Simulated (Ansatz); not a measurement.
Start from `C[SiH2][GaH2]` and change one atom or group to get `P[SiH2][GaH2]`.

Ansatz, PBE0-D4/def2-TZVP geometries, multiplicity 1. Each molecule was computed in one conformer, which needn't be the lowest.

Scalar relativity is left out up to krypton.

```
                                                                                  property  `C[SiH2][GaH2]`
                                                        LUMO energy (PBE0/def2-TZVPP) / eV            -2.00
                                                         HOMO energy (PBE/def2-TZVPP) / eV            -6.26
                                                         LUMO energy (PBE/def2-TZVPP) / eV            -2.80
                                            zero-point energy (PBE0-D4/def2-TZVP) / kJ/mol            174.2
ideal-gas entropy at 298 K and 1 bar (rigid rotor, harmonic PBE0-D4/def2-TZVP) / J/(mol·K)              346
                                                     LUMO energy (ωB97M-V/def2-TZVPP) / eV            -0.29
```

(1) What does the change do to each property? (An estimate is asked.)

Results:

(1) Ansatz gave: 
```tsv
property	`P[SiH2][GaH2]`	shift
LUMO energy (PBE0/def2-TZVPP) / eV	-2.24	-0.24
HOMO energy (PBE/def2-TZVPP) / eV	-6.44	-0.18
LUMO energy (PBE/def2-TZVPP) / eV	-3.02	-0.22
zero-point energy (PBE0-D4/def2-TZVP) / kJ/mol	125.2	-49.0
ideal-gas entropy at 298 K and 1 bar (rigid rotor, harmonic PBE0-D4/def2-TZVP) / J/(mol·K)	363	17
LUMO energy (ωB97M-V/def2-TZVPP) / eV	-0.52	-0.23
```

With PBE0 the HOMO falls by 0.18 eV and the LUMO falls by 0.24 eV, so the gap narrows by about 0.06 eV. PBE moves the HOMO by -0.18 eV and ωB97M-V by -0.14 eV. The zero-point energy changes by -49.0 kJ/mol with -3 modes. Modes under 60 cm⁻¹, often nearly free rotors, make the harmonic entropy too high.
